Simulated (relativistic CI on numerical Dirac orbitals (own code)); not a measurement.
## Spin-allowed bands of a d3 ion in an octahedral site, by hand

Problem. A d3 ion in an octahedral site has a 4A2 ground term and spin-allowed bands at ν1 = 27000 and ν2 = 33318 cm⁻¹ (from a computed ligand-field model). Find Δ and the Racah parameter B, and predict the third band.

Working.
1. The F term splits into A2 (−1.2Δ), T2 (−0.2Δ) and T1 (+0.6Δ), so ν1 = E(T2) − E(A2) = Δ = 27000 cm⁻¹.
2. T1(F) mixes with T1(P), which lies at 15B, through an element 0.4Δ. The two roots, counted from A2, are ν2,3 = ½(15B + 3Δ) ∓ ½√[(15B − Δ)² + 12BΔ].
3. Solving the lower root for B gives B = (2ν1² + ν2² − 3ν1ν2)/(15ν2 − 27ν1) = -130668876/-229230 = 570 cm⁻¹.
4. The sum of the roots is 15B + 3Δ, so ν3 = 15B + 3ν1 − ν2 = 56233 cm⁻¹ (178 nm).

Check. The bands were computed by exact diagonalisation of the d3 shell with B = 570 and Δ = 27000 cm⁻¹, which gives ν3 = 56232 cm⁻¹. C does not enter the terms of highest spin.
